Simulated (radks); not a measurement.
Values are calculated unless marked as measured or tabulated.
Ti+, 21 electrons, occupied as [Ar] 3d(up 2, down 0) 4s(up 0.5, down 0.5) (fractional occupations, a model configuration). Level of theory: scalar-relativistic Kohn-Sham, PBEsol, spin-polarised, spherical densities, finite nucleus; Fermi nuclear charge, rms radius 3.5921 fm (a radial shooting solver on a logarithmic mesh with Libxc functionals).

Normalised radial functions P(r) = r R(r), r in bohr:

| r | 3s up | 3p down | 4s up |
|---|---|---|---|
| 0.004483 | 0.0926 | 0.0024 | 0.0292 |
| 0.005837 | 0.1165 | 0.0040 | 0.0368 |
| 0.007662 | 0.1461 | 0.0067 | 0.0461 |
| 0.009977 | 0.1796 | 0.0109 | 0.0567 |
| 0.0131 | 0.2182 | 0.0181 | 0.0689 |
| 0.01705 | 0.2572 | 0.0291 | 0.0812 |
| 0.02238 | 0.2943 | 0.0471 | 0.0929 |
| 0.02914 | 0.3197 | 0.0738 | 0.1008 |
| 0.03825 | 0.3228 | 0.1147 | 0.1017 |
| 0.04981 | 0.2888 | 0.1710 | 0.0909 |
| 0.06538 | 0.1994 | 0.2483 | 0.0624 |
| 0.08514 | 0.0501 | 0.3394 | 0.0150 |
| 0.1117 | -0.1604 | 0.4376 | -0.0516 |
| 0.1455 | -0.3825 | 0.5109 | -0.1215 |
| 0.191 | -0.5522 | 0.5206 | -0.1735 |
| 0.2487 | -0.5614 | 0.4173 | -0.1726 |
| 0.3264 | -0.3314 | 0.1616 | -0.0932 |
| 0.4251 | 0.1126 | -0.2137 | 0.0532 |
| 0.5579 | 0.6512 | -0.6377 | 0.2184 |
| 0.7265 | 1.0291 | -0.9449 | 0.3017 |
| 0.9536 | 1.0901 | -1.0262 | 0.2268 |
| 1.242 | 0.8490 | -0.8643 | -0.0045 |
| 1.63 | 0.4835 | -0.5633 | -0.3142 |
| 2.122 | 0.2024 | -0.2868 | -0.5536 |
| 2.786 | 0.0558 | -0.1053 | -0.6344 |
| 3.627 | 0.0100 | -0.0276 | -0.5317 |
| 4.761 | 0.0009 | -0.0042 | -0.3190 |
| 6.2 | 0.0000 | -0.0004 | -0.1362 |
| 8.138 | 0.0000 | 0.0000 | -0.0360 |
| 10.6 | 0.0000 | 0.0000 | -0.0057 |

3s up: eigenvalue -70.426 eV, 2 radial nodes at r = 0.0914, 0.401 bohr, <r> = 1.01 bohr, 90 % of the charge inside 1.51 bohr. 3p down: eigenvalue -44.978 eV, 1 radial node at r = 0.369 bohr, <r> = 1.09 bohr, 90 % of the charge inside 1.68 bohr. 4s up: eigenvalue -10.633 eV, 3 radial nodes at r = 0.0910, 0.390, 1.24 bohr, <r> = 3.14 bohr, 90 % of the charge inside 4.63 bohr.
